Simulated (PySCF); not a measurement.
Compound: chloropyrazine, C4H3ClN2.
InChI=1S/C4H3ClN2/c5-4-3-6-1-2-7-4/h1-3H

Method: B3LYP/def2-SVPD in PySCF (dipole) on a GFN2-xTB geometry, gas phase.

Masses are those of the commonest isotopes; rigid-rotor values at the optimised geometry. 

Task: What are A, B and C (GHz)?

Result: Ia = 82.16, Ib = 301.21, Ic = 383.36 u·Å²; 505379 MHz·u·Å²/I gives 6151, 1678 and 1318 MHz, that is A = 6.1513, B = 1.6779, C = 1.3183 GHz.

Task: What kind of rotor is it?

Result: An asymmetric top; Ray's κ = -0.851.

Task: Is it planar, by Δ = Ic − Ia − Ib?

Result: Planar: Δ = Ic − Ia − Ib = 0.00 u·Å². For a rigid frame Δ = −2 Σ m c², so it vanishes when all atoms lie in the ab plane; here none is more than 0.01 Å from it.

Task: Give the coordinates in the principal-axis frame, origin at the centre of mass.

Result: The sense of each axis is arbitrary; atoms in the order of the calculation.
```tsv
atom	mass (u)	a (Å)	b (Å)	c (Å)
Cl1	34.969	2.125	0.019	0.000
C2	12.000	0.410	0.001	0.000
C3	12.000	-0.321	1.190	0.001
N4	14.003	-1.639	1.161	0.000
C5	12.000	-2.235	-0.023	-0.001
C6	12.000	-1.500	-1.200	0.000
N7	14.003	-0.175	-1.180	0.000
H8	1.008	0.155	2.160	0.002
H9	1.008	-3.315	-0.016	-0.001
H10	1.008	-1.959	-2.178	0.001
```

Task: Predict some low-J microwave lines.

Result: The dipole components are |μa| = 1.42 D, |μb| = 0.12 D, |μc| = 0.00 D; the mirror of this Cs structure is the ab plane, so μc vanishes by symmetry and there are no c-type lines. Intensities carry the squares of the components, which stand as 1.00 : 0.01 (a : b). Some lines, for components of 0.1 D or more:

```tsv
type	branch	J(Ka,Kc)	MHz	lower level (cm⁻¹)
a	Q	4(2,2) ← 4(2,3)	308	1.620
a	Q	5(2,3) ← 5(2,4)	704	2.118
a	Q	2(1,1) ← 2(1,2)	1079	0.437
b	R	5(1,4) ← 4(2,3)	3578	1.620
a	R	2(1,2) ← 1(1,1)	5633	0.249
a	R	2(1,1) ← 1(1,0)	6352	0.261
a	R	3(2,1) ← 2(2,0)	9071	0.921
a	R	4(3,2) ← 3(3,1)	12024	1.997
b	Q	4(2,2) ← 4(1,3)	12511	1.213
a	R	4(1,3) ← 3(1,2)	12660	0.790
a	R	5(1,5) ← 4(1,4)	13998	1.093
b	Q	2(2,1) ← 2(1,2)	14499	0.437
a	R	5(4,2) ← 4(4,1)	15027	3.483
a	R	5(3,3) ← 4(3,2)	15045	2.398
b	Q	3(2,2) ← 3(1,3)	15051	0.718
a	R	5(2,3) ← 4(2,2)	15331	1.630
a	R	5(1,4) ← 4(1,3)	15780	1.213
b	Q	4(2,3) ← 4(1,4)	15793	1.093
b	R	2(2,0) ← 1(1,1)	20152	0.249
b	R	3(2,2) ← 2(1,1)	22409	0.473
b	Q	5(3,3) ← 5(2,4)	23444	2.118
b	R	5(2,3) ← 4(1,4)	31432	1.093
b	R	3(3,0) ← 2(2,1)	32268	0.921
b	Q	4(4,1) ← 4(3,2)	32536	2.398
b	Q	5(5,0) ← 5(4,1)	41836	3.985
```

Task: Estimate the classical rotational partition function at 25 K, 50 K and 298.15 K.

Result: Point group Cs, symmetry number σ = 1; q = (√π/σ)·√((kT/h)³/(ABC)), k/h = 20836.6 MHz/K: 5710 at 25 K, 16200 at 50 K, 235000 at 298.15 K.

Not checked by GFN2-xTB frequencies. These are rigid-rotor constants of the computed structure; measured ground-state constants (B0) also hold zero-point vibration. Quadrupole hyperfine structure (14N, 35Cl) is left out.
